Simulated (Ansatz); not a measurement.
Geometry optimisation of AlMe2(acac) (C₇H₁₃AlO₂).

```yaml
crystal:
  periodic: [false, false, false]
  atoms:
    - {symbol: Al, position_ang: [1.237960, -0.012130, 0.861950]}
    - {symbol: C, position_ang: [0.917380, -0.026680, 2.835010]}
    - {symbol: H, position_ang: [-0.129180, 0.084480, 3.137970]}
    - {symbol: H, position_ang: [1.467790, 0.774340, 3.334770]}
    - {symbol: H, position_ang: [1.270580, -0.954610, 3.293470]}
    - {symbol: C, position_ang: [3.006090, -0.010570, -0.069120]}
    - {symbol: H, position_ang: [2.963820, -0.150070, -1.154340]}
    - {symbol: H, position_ang: [3.656840, -0.799570, 0.316550]}
    - {symbol: H, position_ang: [3.548570, 0.924050, 0.097730]}
    - {symbol: O, position_ang: [0.182830, 1.286490, 0.109740]}
    - {symbol: C, position_ang: [-0.860290, 1.221040, -0.613420]}
    - {symbol: C, position_ang: [-1.480900, 2.522480, -1.039030]}
    - {symbol: C, position_ang: [-1.429950, 0.013690, -1.011910]}
    - {symbol: C, position_ang: [-0.874910, -1.204640, -0.627010]}
    - {symbol: C, position_ang: [-1.511660, -2.494160, -1.064670]}
    - {symbol: O, position_ang: [0.167030, -1.289790, 0.096070]}
    - {symbol: H, position_ang: [-2.366180, 2.368620, -1.647080]}
    - {symbol: H, position_ang: [-1.740020, 3.100570, -0.153580]}
    - {symbol: H, position_ang: [-0.748060, 3.101460, -1.598580]}
    - {symbol: H, position_ang: [-2.313730, 0.022600, -1.625810]}
    - {symbol: H, position_ang: [-2.366960, -2.324200, -1.710200]}
    - {symbol: H, position_ang: [-1.824580, -3.052500, -0.183750]}
    - {symbol: H, position_ang: [-0.772470, -3.100900, -1.584770]}
basis:
  gaussian: {orbitals: def2-SVP}
hamiltonian: {xc: pbe, dispersion: d4}
scf: {lower_state_search: "off"}
output: {orbitals: {seedname: orbitals}}
relax: {f_tol: 0.03, max_steps: 70}
```

```sh
$ ansatz run in.yaml --threads 2 --pin off --events-out ev --progress --plain --max-ram 32768MiB --backend cuda --devices 0, --max-vram 18GiB
```

It prints (some lines left out):

```
Functional definition: PBE
mean field -18136.50421985 eV, -666.5042367154 hartree, gradient 7.4e-6 eV, S^2 0.000000; 0 other end points of the search recorded, 0 dependent functions left out
relax step   1: F+E_penalty+E_count = -18137.08875599 eV  Δ(F+E_penalty+E_count) = +0.000e0 eV  max|allowed force component| = 1.086e0 eV/Å  Δτ_max = 0.0000 Å  (21 SCF iters, accepted)
mean field -18136.69794803 eV, -666.5113560948 hartree, gradient 1.3e-6 eV, S^2 0.000000; 0 other end points of the search recorded, 0 dependent functions left out
relax step   2: F+E_penalty+E_count = -18137.27976060 eV  Δ(F+E_penalty+E_count) = -1.910e-1 eV  max|allowed force component| = 5.779e-1 eV/Å  Δτ_max = 0.0727 Å  (22 SCF iters, accepted)
mean field -18136.73090694 eV, -666.5125673123 hartree, gradient 1.5e-6 eV, S^2 0.000000; 0 other end points of the search recorded, 0 dependent functions left out
relax step   3: F+E_penalty+E_count = -18137.31132378 eV  Δ(F+E_penalty+E_count) = -3.156e-2 eV  max|allowed force component| = 2.030e-1 eV/Å  Δτ_max = 0.0323 Å  (22 SCF iters, accepted)
mean field -18136.73532203 eV, -666.5127295639 hartree, gradient 1.3e-6 eV, S^2 0.000000; 0 other end points of the search recorded, 0 dependent functions left out
relax step   4: F+E_penalty+E_count = -18137.31511512 eV  Δ(F+E_penalty+E_count) = -3.791e-3 eV  max|allowed force component| = 6.957e-2 eV/Å  Δτ_max = 0.0206 Å  (22 SCF iters, accepted)
mean field -18136.73548862 eV, -666.5127356860 hartree, gradient 1.2e-6 eV, S^2 0.000000; 0 other end points of the search recorded, 0 dependent functions left out
relax step   5: F+E_penalty+E_count = -18137.31548383 eV  Δ(F+E_penalty+E_count) = -3.687e-4 eV  max|allowed force component| = 4.892e-2 eV/Å  Δτ_max = 0.0155 Å  (22 SCF iters, accepted)
mean field -18136.73557122 eV, -666.5127387214 hartree, gradient 1.3e-6 eV, S^2 0.000000; 0 other end points of the search recorded, 0 dependent functions left out
relax step   6: F+E_penalty+E_count = -18137.31573501 eV  Δ(F+E_penalty+E_count) = -2.512e-4 eV  max|allowed force component| = 1.436e-2 eV/Å  Δτ_max = 0.0119 Å  (23 SCF iters, accepted)
Total energy: -18137.31578780 eV, -666.5340612873 hartree
Atom 0 at     1.227359    -0.011776     0.860875 Å, force    -0.011378     0.000310    -0.008167 eV/Å
Atom 1 at     0.981587    -0.023512     2.812260 Å, force     0.006613    -0.000471     0.005666 eV/Å
Atom 2 at    -0.088111     0.034582     3.106284 Å, force    -0.001515    -0.000943    -0.002331 eV/Å
Atom 3 at     1.501279     0.829604     3.299458 Å, force    -0.002015     0.000659     0.000330 eV/Å
Atom 4 at     1.395458    -0.948035     3.270179 Å, force     0.000239     0.001533     0.001101 eV/Å
Atom 5 at     2.994166    -0.013155    -0.002892 Å, force     0.008005     0.000560     0.003177 eV/Å
Atom 6 at     2.926517    -0.078681    -1.109784 Å, force    -0.002634     0.001456     0.000308 eV/Å
Atom 7 at     3.620447    -0.865833     0.337655 Å, force    -0.001393     0.000047    -0.002847 eV/Å
Atom 8 at     3.564095     0.911383     0.234303 Å, force     0.000673    -0.002823    -0.000018 eV/Å
Atom 9 at     0.184629     1.370763     0.116701 Å, force    -0.000053    -0.014364     0.003992 eV/Å
Atom 10 at    -0.866818     1.252553    -0.617456 Å, force     0.006830     0.013053    -0.006717 eV/Å
Atom 11 at    -1.496725     2.544941    -1.062407 Å, force    -0.000896     0.003550     0.003043 eV/Å
Atom 12 at    -1.423719     0.013001    -1.004599 Å, force    -0.002533    -0.000342    -0.002091 eV/Å
Atom 13 at    -0.883177    -1.236793    -0.627250 Å, force    -0.002182    -0.013005     0.005295 eV/Å
Atom 14 at    -1.533720    -2.517207    -1.077158 Å, force     0.001733    -0.003420    -0.000477 eV/Å
Atom 15 at     0.166639    -1.374590     0.105819 Å, force     0.001738     0.014047     0.002401 eV/Å
Atom 16 at    -2.395106     2.393937    -1.687223 Å, force    -0.001741    -0.001785    -0.001066 eV/Å
Atom 17 at    -1.763501     3.145949    -0.168966 Å, force    -0.001184     0.002324     0.001974 eV/Å
Atom 18 at    -0.748865     3.138983    -1.626807 Å, force     0.002485     0.000186    -0.000754 eV/Å
Atom 19 at    -2.323064     0.021382    -1.633325 Å, force    -0.001760     0.000013    -0.001152 eV/Å
Atom 20 at    -2.411073    -2.349658    -1.727144 Å, force    -0.001736     0.001759    -0.000963 eV/Å
Atom 21 at    -1.842067    -3.100930    -0.185305 Å, force     0.001295    -0.000491     0.002097 eV/Å
Atom 22 at    -0.786229    -3.136908    -1.613230 Å, force     0.001409    -0.001854    -0.002800 eV/Å
Dipole moment:    -0.693767     0.006461    -0.485618 e Å
Checks for a lower state left out: stability, starts, cluster_reference, orbital_swaps, neighbouring_geometries, increment
```

Run time 23 s (2 threads of AMD EPYC 7R13 on a shared host and a share (18 GiB) of an NVIDIA H100 80GB HBM3), peak host memory 0.86 GiB.
